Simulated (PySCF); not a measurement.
# Spin states of BeTl⁺

Unrestricted PBE0; PySCF, scalar-relativistic core potentials, basis sets Be aug-cc-pVDZ, Tl aug-cc-pVDZ-PP with ECP60. Outer shells of the fragments: Be 2s2; Tl+ 5d10 6s2.

Followed along the bond (rough minima from three points):

```csv
2Ms+1,unpaired,⟨S²⟩ at the start,R at minimum (Å),Te (eV)
1,none,0.00,3.08,0.00
3,σ ↑↑,2.00,3.14,1.85
```

Solutions found at the starting distance of 2.490 Å, counted from the lowest of them; the search is not exhaustive and high or unbound solutions are not listed, so other states can lie among these:

| 2Ms+1 | unpaired | term | E (eV) | ⟨S²⟩ | ⟨Lz²⟩ | μ (D) |
| --- | --- | --- | --- | --- | --- | --- |
| 1 | none | ¹Σ⁺ | 0.00 | 0.00 | 0.00 | -4.34 |
| 3 | σ ↑↑ | ³Σ⁺ | 1.77 | 2.00 | 0.00 | -2.82 |
| 3 | σ ↑, π ↑ | ³Π | 1.80 | 2.00 | 1.00 | -4.14 |
| 1 | σ ↑, π ↓ | mixed | 2.45 | 1.00 | 1.00 | -4.60 |
| 3 | σ ↑, δ ↑ | ³Δ | 8.48 | 2.00 | 4.00 | -6.16 |
| 1 | σ ↑, δ ↓ | mixed | 8.55 | 1.00 | 4.00 | -6.37 |

A term symbol is given only where ⟨S²⟩ and ⟨Lz²⟩ are close to those of a pure state; real π, δ and φ orbitals otherwise mix terms. A positive dipole points towards Tl; it is taken about the centre of mass and depends on that origin.

Task: Compare the gap between the two lowest followed solutions at the starting distance with the gap between their minima.

Result: At PBE0 the second solution (triplet, unpaired electrons σ ↑↑) lies +1.77 eV from the first (singlet, closed shell) at 2.490 Å and +1.85 eV at the minima; the two curves relax by different amounts, since their minima lie near 3.14 and 3.08 Å.

Spin–orbit coupling is left out. Counting both spins, an empty level lies below a filled one in some of these solutions, because spin and occupation are held.
